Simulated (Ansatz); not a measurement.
Zn5⁺, relaxed as a doublet with UKS PBE/def2-SVP in Ansatz, starting from the GFN1-xTB geometry. Force threshold 0.02 eV/Å.

The structure comes from a short search, and lower isomers may exist.

Start:

```xyz
5

Zn   -1.674    0.080   -1.071
Zn   -0.792   -0.991    1.168
Zn    0.831   -0.620   -1.425
Zn   -0.077    1.673    0.312
Zn    1.711   -0.143    1.015
```

Problem. Estimate the energy that the relaxation releases and the steps that it takes.

Solution. 11.6 kJ/mol, in 4 steps; 12 s on 4 threads of Arm Neoverse V2 on a shared host. No frequencies were taken in this run, so the end may be a saddle point.

Problem. Does the start keep its bonding and symmetry?

Solution. By distances, no bond broke or formed. The bond that changes most is Zn2–Zn3, from 3.08 to 2.71 Å (atoms count from 1). The end is the same structure that another start reached, the lowest one found. Point group Cs at the start, D3h at the end, both within 0.05 Å.

Problem. Predict the relaxed structure.

Solution. 
Cartesian coordinates in Å:
```
Zn -1.786 0.120 -1.101
Zn -0.692 -0.968 1.017
Zn 0.734 -0.578 -1.255
Zn -0.042 1.547 0.239
Zn 1.786 -0.121 1.100
```
Bond lengths (bridged metal pairs left out): 9 × Zn–Zn 2.62 to 2.71 Å.
